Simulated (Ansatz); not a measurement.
Geometry optimisation, RKS B3LYP-D4/def2-mTZVP (Ansatz).

Input file:

```yaml
crystal:
  periodic: [false, false, false]
  atoms:
    - { symbol: Al, position_ang: [0.044706, 0.479242, -0.399805] }
    - { symbol: O, position_ang: [-0.078944, 0.000956, 2.521042] }
    - { symbol: H, position_ang: [-1.034782, -0.112117, 2.629246] }
    - { symbol: O, position_ang: [1.521319, -0.146141, -0.927449] }
    - { symbol: H, position_ang: [1.651527, -1.005402, -1.338021] }
    - { symbol: O, position_ang: [-1.520259, -0.120195, -0.639426] }
    - { symbol: H, position_ang: [-1.713396, -0.999004, -0.979037] }
    - { symbol: Cl, position_ang: [0.14011, 2.503685, 0.445341] }
    - { symbol: H, position_ang: [0.043519, 0.980277, 2.518309] }
basis:
  gaussian: { orbitals: def2-mTZVP }
hamiltonian:
  xc: b3lyp
  dispersion: d4
relax:
  f_tol: 0.03
  max_steps: 50
```

Command:

```bash
$ ansatz run input.yaml --threads 4 --pin off --max-ram 5120MiB --backend cpu --events-out ev --progress --plain --runs-dir out
```

Task: Where does it end, and by what steps?

Result: The forces met the threshold. After 18 steps the energy has fallen by 0.771 eV; H3 moved furthest, 0.63 Å. Joined: Al1–O2 (2.96 → 1.97 Å).

```
step  energy less start (eV)  largest force component (eV/Å)  accepted
   0                  0.0000                           0.911       yes
   1                 -0.1526                           1.376       yes
   2                 -0.4173                           1.442       yes
   3                 -0.6392                           0.682       yes
   4                 -0.6989                           0.496       yes
   5                 -0.7231                           0.144       yes
   6                 -0.7356                           0.391       yes
   7                 -0.7459                           0.317       yes
   8                 -0.7552                           0.312       yes
   9                 -0.7591                           0.251       yes
  10                 -0.7647                           0.236       yes
  11                 -0.7565                           0.614        no
  12                 -0.7674                           0.208       yes
  13                 -0.7698                           0.212       yes
  14                 -0.7698                           0.210       yes
  15                 -0.7668                           0.416        no
  16                 -0.7707                           0.059       yes
  17                 -0.7709                           0.051       yes
  18                 -0.7710                           0.025       yes
```

```xyz
9
Properties=species:S:1:pos:R:3
Al 0.053 0.453 -0.006
O 0.014 0.055 1.924
H -0.867 -0.336 2.070
O 1.512 -0.108 -0.685
H 1.643 -1.023 -0.953
O -1.445 -0.384 -0.166
H -1.929 -0.535 -0.981
Cl 0.018 2.590 0.177
H 0.054 0.871 2.451
```

Whether the end is a true minimum wasn't checked by a vibrational analysis.

The run took 40 s on 4 threads of Arm Neoverse V1, with other jobs on the host, peak memory 0.32 GiB.
